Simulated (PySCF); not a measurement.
In(AsH2)(F)2 (AsF2H2In), SMILES [AsH2][In]([F])[F].

Geometry optimised at B3LYP-D3(BJ)/def2-SVP. The structure was generated by enumeration; whether it is a known compound was not checked. The def2 effective core potentials stand for the cores of In; spin–orbit coupling is left out.

The numbers are results of r2SCAN/def2-TZVP run with PySCF, not measurements.

Symmetry labels are those of the subgroup Cs that the program uses (full group Cs).

### Question
List the valence orbital energies around the gap with their symmetry. (Estimate from the structure and the level; the computed values follow.)

### Answer

```tsv
orbital	symmetry	energy (eV)
HOMO−7	A"	-10.41
HOMO−6	A"	-9.44
HOMO−5	A'	-9.23
HOMO−4	A'	-9.03
HOMO−3	A"	-8.74
HOMO−2	A'	-8.63
HOMO−1	A"	-8.62
HOMO	A'	-7.70
LUMO	A'	-3.12
LUMO+1	A'	-1.98
LUMO+2	A"	-1.15
LUMO+3	A'	-0.37
```
